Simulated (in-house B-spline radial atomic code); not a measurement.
Ionisation energies along the 22-electron series, configuration [Ar] 3d4, as differences of self-consistent energies. Dirac energy differences include first-order Breit, QED and recoil terms. NIST's values go from ground level to ground level; the uncertainty of those that are theory runs from under 0.1 % in few-electron ions to several per cent in heavy many-electron ones. Computed with a B-spline radial code for spherical atoms: Dirac-Hartree-Fock, average of the configuration, finite nuclei.

| ion | configuration after | ionisation energy (eV) | IE/(q+1)² (eV) | Breit and QED recoil part (eV) | tabulated value (eV) | tabulated kind | computed minus tabulated (eV) |
| --- | --- | --- | --- | --- | --- | --- | --- |
| Ba34+ | [Ar] 3d3 | 2242.7 | 1.8308 | -0.91854 | 2256 | tabulated theory | -13.3 |
| La35+ | [Ar] 3d3 | 2362.6 | 1.823 | -0.99957 | 2377 | tabulated theory | -14.4 |
| Ce36+ | [Ar] 3d3 | ? | ? | ? | ? | tabulated theory | ? |
| Pr37+ | [Ar] 3d3 | 2611.8 | 1.8087 | -1.1751 | 2628 | tabulated theory | -16.2 |
| Nd38+ | [Ar] 3d3 | ? | ? | ? | ? | tabulated theory | ? |
| Pm39+ | [Ar] 3d3 | 2873.2 | 1.7958 | -1.3693 | 2892 | tabulated theory | -18.8 |

Fill in the row of Ce36+.

ionisation energy (eV): 2485.7; IE/(q+1)² (eV): 1.8157; Breit and QED recoil part (eV): -1.085; tabulated value (eV): 2500; computed minus tabulated (eV): -14.3.

Fill in the row of Nd38+.

ionisation energy (eV): 2741.0; IE/(q+1)² (eV): 1.8021; Breit and QED recoil part (eV): -1.2698; tabulated value (eV): 2758; computed minus tabulated (eV): -17.0.

Where a p, d or f electron is removed, the computed value is a mean over both j, so it misses the tabulated one by a part of the spin-orbit splitting; averaging over terms and missing correlation add to the gap, relatively most at low charge.
